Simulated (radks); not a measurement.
Species: Re. Configuration: [Xe] 4f11 5d5 6s2 6p3 (not the ground configuration). All-electron calculation, scalar-relativistic Kohn-Sham, r2SCAN, spin-polarised, spherical densities, finite nucleus; open shells are filled with parallel spins first (spin-orbit coupling, left out, can overturn this in heavy ions); meta-GGA in the generalised Kohn-Sham scheme; Fermi nuclear charge, rms radius 5.3698 fm. Program: a radial shooting solver on a logarithmic mesh with Libxc functionals. Some entries of the table are withheld. Estimate them.

orbital  occ.  eigenvalue (eV)  <r^2> (bohr^2)  <1/r> (bohr^-1)
1s up       1        -71777.70       0.0004481            88.72
1s down     1        -71777.65       0.0004481            88.72
2s up       1        -12513.90        0.006877            20.77
2s down     1        -12513.22        0.006877            20.77
2p up       3        -10924.94        0.005712            18.75
2p down     3        -10924.37        0.005712            18.75
3s up       1        -2951.954         0.04451            7.704
3s down     1        -2949.048         0.04446            7.708
3p up       3        -2481.331         0.04538            7.090
3p down     3        -2478.343         0.04532            7.095
3d up       5        -1946.151         0.03771            6.684
3d down     5        -1943.588         0.03764            6.688
4s up       1        -662.4543          0.2160            3.297
4s down     1        -657.0185          0.2164            3.291
4p up       3        -505.9453          0.2444            3.003
4p down     3        -500.7169          0.2449            2.997
4d up       5        -308.8768          0.2788            2.692
4d down     5        -303.6132          0.2794            2.687
5s up       1        -115.5117           1.100            1.359
5s down     1        -110.0782           1.092            1.365
4f up       7         -90.0661          0.3506            2.279
4f down     4         -84.5180          0.3516            2.275
5p up       3         -72.8306           1.426            1.176
5p down     3         -67.0565           1.414            1.183
5d up       5         -21.8090           2.553           0.8788
5d down     0         -15.8594           2.670           0.8704
6s up       1         -13.3176           7.153           0.5112
6s down     1          -9.2835           7.922           0.4791
6p up       3          -5.3251             (1)           0.3893
6p down     0          -2.2299             (2)           0.3672

Answer. 
(1) 6p up <r^2> (bohr^2): 12.08
(2) 6p down <r^2> (bohr^2): 13.22
